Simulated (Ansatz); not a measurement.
Reactions of C3H5BS (`BC1=C(S)C1`).

Isolated molecules relaxed with PBE0-D4/def2-TZVP in Ansatz; ΔE leaves out vibrations. CCSD(T)/CBS adds triple-zeta CCSD(T) − MP2 to the extrapolated MP2 energy (def2 sets, frozen cores). This one scheme is used for every species. Functionals use def2-TZVPP. B3LYP here is the variant with VWN-RPA as its local correlation; programs differ in this. For Ge, Zn outer-core shells are correlated without core-valence functions, which leaves a few kJ/mol of doubt a bond. Scalar relativity is left out up to krypton. One conformer a species, not always the lowest.

| reaction | B3LYP-D4 (kJ/mol) |
| --- | --- |
| `BC1=C(S)C1` + `N=C=O` → `BN=C=O` + `SC1=CC1` | -49 |
| `BC1=C(S)C1` + H–F → `BF` + `SC1=CC1` | -80 |
| `BC1=C(S)C1` + `C=C[NH][GeH3]` → `B[N]([GeH3])C=C` + `SC1=CC1` | -77 |
| `BC1=C(S)C1` + `C[NH][ZnH]` → `B[N](C)[ZnH]` + `SC1=CC1` | -95 |
| `BC1=C(S)C1` + `C[NH][GeH3]` → `B[N](C)[GeH3]` + `SC1=CC1` | -90 |

Give the CCSD(T)/CBS values in the same order. (Best estimate.)

The calculation gave: -53, -82, -93, -107, -101 kJ/mol.

Largest T1 diagnostic: 0.018, for `N=C=O`.
